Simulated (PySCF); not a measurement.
YF₂, SMILES [Y]([F])[F] (connectivity only; charge and spin as stated), neutral, multiplicity 2.

Coordinates come from a PBE-D3(BJ)/def2-TZVP optimisation. The multiplicity is an assumed one; other spin states were not compared. The isomer is the one that the SMILES or the coordinates give; other isomers of the formula were not compared. The def2 effective core potentials stand for the cores of Y; spin–orbit coupling is left out.

Level of theory: PBE-D3(BJ)/def2-TZVP in PySCF 2.14.0.

Frequencies are harmonic and unscaled.

| mode | ν (cm⁻¹) | IR (km/mol) | moving atoms (share of kinetic energy) |
|---|---|---|---|
| 1 | 129 | 11.1 | F 83 %, Y 17 % |
| 2 | 587 | 125.0 | F 77 %, Y 23 % |
| 3 | 594 | 61.7 | F 87 %, Y 13 % |
